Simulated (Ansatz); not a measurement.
C8H12O2 can be A, `CC1(C)C(=O)C(C)(C)C1=O`, or B, `CC1(C)CCC(=O)CC1=O`.

Program: Ansatz. Geometries: PBE0-D4/def2-TZVP. ΔE: electronic, gas phase. CCSD(T)/CBS is the MP2 limit (def2-TZVPP, def2-QZVPP) plus CCSD(T) − MP2 in def2-TZVPP, frozen cores. Functionals use def2-TZVPP.

Q: Which isomer does CCSD(T)/CBS put lower? Give the gap. (Best estimate.)

A: Computed: B, by 79.0 kJ/mol.

Q: Give E(B) − E(A) in kJ/mol with r2SCAN-D4, CCSD(T)/def2-SVP, MP2/def2-TZVPP, CCSD/def2-TZVPP, CCSD(T)/def2-TZVPP, B2PLYP, BLYP-D4. (Estimate.)

A: Ansatz gave: r2SCAN-D4 -81.0, CCSD(T)/def2-SVP -72.6, MP2/def2-TZVPP -75.7, CCSD/def2-TZVPP -77.2, CCSD(T)/def2-TZVPP -76.0, B2PLYP -72.8, BLYP-D4 -67.1. None reverses the order clearly.

Largest T1 diagnostic: 0.014.

From BLYP to BHLYP (50 % exact exchange), in def2-TZVPP and without D4, E(B) − E(A) moves by −16.7 kJ/mol. At CCSD(T), def2-SVP lies +6.5 kJ/mol from the extrapolated value and def2-TZVPP +3.0 kJ/mol.
